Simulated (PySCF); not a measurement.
Work out the structure from these simulated measurements.

Formula: C5H12P2S.

| Item | Value |
| --- | --- |
| UV, strongest line | among the 10 lowest singlet transitions: S10 at 6.08 eV (204 nm, f = 0.084) [TDDFT B3LYP/def2-SVPD] |
| Triplet | lowest triplet excitation (Tamm–Dancoff): 5.00 eV [TDA B3LYP/def2-SVPD] |
| Rotational structure | rotational constants A, B, C: 3.129, 0.643, 0.572 GHz [PBE0-D3(BJ)/def2-SVP] |
| Dipole | 5.40 D [B3LYP/def2-SVPD] |
| Polarisability | 132.8 au [B3LYP/def2-SVPD] |
| Valence photoelectron | vertical ionisation energy: 8.40 eV [ΔSCF B3LYP/def2-SVPD] |
| UV, first state | lowest singlet excitation: 5.27 eV (235 nm, f = 0.000) [TDDFT B3LYP/def2-SVPD] |
| 13C NMR | chemical shifts (computed TMS as zero) by class: 34.2 (2 C), 29.3 (2 C), 15.4 (1 C) ppm [GIAO PBE0/pcSseg-1] |
| NMR, other nuclei | isotropic shieldings of nuclei other than C and H, by class: 311 (1 P), 381 (1 P), 749 (1 S) ppm [GIAO PBE0/pcSseg-1] |

Gas-phase values; electronic properties from PySCF, density fitting. Levels stand in brackets. NMR shifts are as computed; neighbouring signals can stand in another order in a measured spectrum. The structure is a single PBE0-D3(BJ)/def2-SVP conformer in the gas phase; no vibrational or solvent corrections. NMR classes are plain means over equivalent atoms (diastereotopic ones count apart unless rotation or inversion swaps them), as if these changed places fast.

Task: What is the compound? Reason from the data.

Result: Numbering: `[CH3:1][P:2]1[CH2:3][CH2:4][PH:5](=[S:6])[CH2:7][CH2:8]1`. 5 carbons fall into 3 classes; from least to most shielded: ring sp3 carbon bound to phosphorus [C4/C7] (34.2 ppm, 2 C), ring sp3 carbon bound to phosphorus [C3/C8] (29.3 ppm, 2 C), chain sp3 carbon bound to phosphorus [C1] (15.4 ppm). The other shieldings belong to: 311 ppm, phosphorus bonded to 2 C, S and H [P5]; 381 ppm, phosphine phosphorus [P2]; 749 ppm, sulfur bonded to P [S6]. The first electron is taken from the HOMO, whose largest Löwdin shares are 0.74 on the sulfur bonded to P and 0.14 on the phosphorus bonded to 2 C, S and H. The optimised geometry has point group Cs and is an asymmetric top. Structure: `CP1CC[PH](=S)CC1`. The assignments are read from this structure; whether some other isomer fits the data as well wasn't checked.
